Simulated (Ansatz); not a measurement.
Consider the ligand exchange at a Ge–C bond: `O[SiH2]C#[C][GeH3]` + `OC(O)=S` → `OC(=S)[O][GeH3]` + `C#C[SiH2]O`.

Program: Ansatz. Geometries: PBE0-D4/def2-TZVP. ΔE: electronic, gas phase. CCSD(T)/CBS adds triple-zeta CCSD(T) − MP2 to the extrapolated MP2 energy (def2 sets, frozen cores). Functionals use def2-TZVPP. For Ge outer-core shells are correlated without core-valence functions, which leaves a few kJ/mol of doubt a bond. Scalar relativity is left out up to krypton. Each species was taken in one conformer, which may not be the lowest.

```json
{"level": "r2SCAN-D4", "ΔE (kJ/mol)": "-13.6"}
{"level": "PBE0-D4", "ΔE (kJ/mol)": "-9.0"}
{"level": "ωB97X-V", "ΔE (kJ/mol)": "-17.1"}
{"level": "ωB97M-V", "ΔE (kJ/mol)": "-16.0"}
{"level": "r2SCAN", "ΔE (kJ/mol)": "-13.2"}
{"level": "MP2/def2-TZVPP", "ΔE (kJ/mol)": "-11.9"}
{"level": "CCSD/def2-TZVPP", "ΔE (kJ/mol)": "-13.6"}
{"level": "CCSD(T)/def2-TZVPP", "ΔE (kJ/mol)": "-13.0"}
```

Q: What does CCSD(T)/CBS give? (Estimate.)

A: The calculation gave: -14.4 kJ/mol. The listed levels differ from it by 0.8, 5.4, -2.7, -1.6, 1.2, 2.5, 0.8, 1.4 kJ/mol.

Largest T1 diagnostic among the species: 0.016.

In def2-TZVPP, CCSD(T) changes the Hartree–Fock value by +8.9 kJ/mol (the triples alone add +0.6 kJ/mol) and MP2 by +9.9 kJ/mol. The D4 term adds −3.2 kJ/mol with B3LYP and −1.7 kJ/mol with PBE0; it sums over pairs of atoms, weighted by their polarisabilities, and B3LYP, whose exchange is more repulsive, gets the larger term.

B3LYP here is the variant with VWN-RPA as its local correlation; programs differ in this.
